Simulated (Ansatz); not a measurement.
Reaction (ligand exchange at a B–C bond): `N#CBF` + `C=C(N)[SiH3]` → `C=C([SiH3])NBF` + `C#N`

Gas-phase electronic energies from Ansatz, PBE0-D4/def2-TZVP geometries. CCSD(T)/CBS adds triple-zeta CCSD(T) − MP2 to the extrapolated MP2 energy (def2 sets, frozen cores). This one scheme is used for every species. Functionals use def2-TZVPP. One conformer a species, not always the lowest.

**Question.** Is it downhill or uphill in electronic energy at CCSD(T)/CBS, and by how much? (Estimate.)

**Answer.** Computed: Downhill: ΔE = -97.9 kJ/mol.

**Question.** What do these levels give: r2SCAN-D4, PBE0, MP2/def2-TZVPP, HF/def2-QZVPP, SCS-MP2/def2-QZVPP, CCSD/CBS(def2)? (Estimate.)

**Answer.** Ansatz gave: r2SCAN-D4 -93.7, PBE0 -91.3, MP2/def2-TZVPP -98.0, HF/def2-QZVPP -89.0, SCS-MP2/def2-QZVPP -95.4, CCSD/CBS(def2) -97.4 kJ/mol.

Largest T1 diagnostic among the species: 0.015.

In def2-TZVPP, CCSD(T) changes the Hartree–Fock value by −8.3 kJ/mol (the triples alone add −0.5 kJ/mol) and MP2 by −8.3 kJ/mol. From PBE to PBE0 (25 % exact exchange), in def2-TZVPP and without D4, ΔE moves by −3.6 kJ/mol. The D4 term adds −5.6 kJ/mol with B3LYP and −3.2 kJ/mol with PBE0; it sums over pairs of atoms, weighted by their polarisabilities, and B3LYP, whose exchange is more repulsive, gets the larger term.

B3LYP here is the variant with VWN-RPA as its local correlation; programs differ in this.
